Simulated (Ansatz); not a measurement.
Mulliken charges of `S[SiH2][GeH2][I]` from ωB97M-V/def2-TZVPP in Ansatz (PBE0-D4/def2-TZVP geometry).

```tsv
atom	x (Å)	y (Å)	z (Å)	charge (e)
S1	-1.619	1.581	0.769	-0.231
Si2	0.390	1.101	0.246	0.184
Ge3	0.558	-1.258	-0.035	0.050
I4	-1.267	-1.801	-1.709	-0.226
H5	-2.142	0.836	-0.225	0.134
H6	1.231	1.568	1.377	-0.003
H7	0.839	1.752	-1.011	-0.002
H8	1.869	-1.761	-0.659	0.045
H9	0.231	-2.065	1.229	0.049
```

By hand: the dipole of these point charges (1 e Å = 4.8032 D).

Σ q r = (0.563, 0.105, 0.250) e Å, of length 0.625 e Å = 3.00 D.

How does the dipole of the full density compare? (An estimate is asked.)

Ansatz gave: (0.310, 0.042, 0.117) e Å, 1.60 D; the point charges give 1.88 times that, at 4° from its direction.

Point charges leave out the atoms' own dipoles, such as those of lone pairs, and Mulliken's split depends on the basis, so the two needn't agree.
